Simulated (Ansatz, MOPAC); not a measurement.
# How methods differ on CH6NPSi (SMILES C1NP[SiH2]1)

CH6NPSi, singlet, SMILES `C1NP[SiH2]1`. Each level relaxes the structure for itself.

Each level gives the zero-point energy at each level's own minimum (kJ/mol). The values are calculated.

```tsv
level	kind	program	value (kJ/mol)
MNDOD	semi-empirical	MOPAC	195.8
PM6-D3H4	semi-empirical	MOPAC	177.4
PM6-DH+	semi-empirical	MOPAC	176.6
PM7-HH	semi-empirical	MOPAC	176.0
HF/STO-3G	Hartree–Fock	Ansatz	228.4
HF/3-21G	Hartree–Fock	Ansatz	194.6
HF/6-31G* (Cartesian functions)	Hartree–Fock	Ansatz	199.7
PBE/def2-SVP	GGA	Ansatz	177.6
PBE0-D4/def2-TZVP	global hybrid	Ansatz	184.6
B3LYP/6-31G* (Cartesian functions)	global hybrid	Ansatz	184.8
```

Harmonic and unscaled. The values span 176.0 to 228.4 kJ/mol. Without the sets that lack polarisation functions the rows with a basis span only 177.6 to 199.7 kJ/mol.
